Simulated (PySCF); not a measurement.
A GIAO shielding run with PySCF (density fitting, non-relativistic, gas phase) on SMILES CC[Si@H]1C=CC1=O, C5H8OSi:

```
$ OMP_NUM_THREADS=1 python probes_run.py task.json out

{"job": {"kind": "nmr", "xc": "PBE0", "basis": "pcSseg-1"}, "charge": 0, "multiplicity": 1}
C      2.289873    -0.438423    -0.523803
C      1.044938     0.376359    -0.868601
Si    -0.173705     0.485079     0.586897
C     -1.966259     0.998136     0.190365
C     -2.539563    -0.175340     0.505825
C     -1.390759    -1.008587     0.920034
O     -1.349100    -2.149959     1.303731
H      2.820290     0.004268     0.315822
H      2.018699    -1.456119    -0.254520
H      2.970841    -0.478658    -1.371956
H      0.554332    -0.072772    -1.734770
H      1.348529     1.381369    -1.168603
H      0.429263     1.131589     1.755159
H     -2.483859     1.878366    -0.155713
H     -3.577933    -0.467319     0.478221
```

Hardware: 1 thread of an Arm Neoverse V2, shared host. The job also computes population analyses, field gradients, ring-centre shieldings.

(1) How large is the calculation?

(2) How long does it take, and how much memory does it need?

Results:

(1) 60 electrons, 166 basis functions and 881 auxiliary functions.

(2) 23 s of wall time, with 15 SCF cycles and 5 response iterations; peak memory 0.75 GiB. Times on a shared host scatter by some tens of per cent.
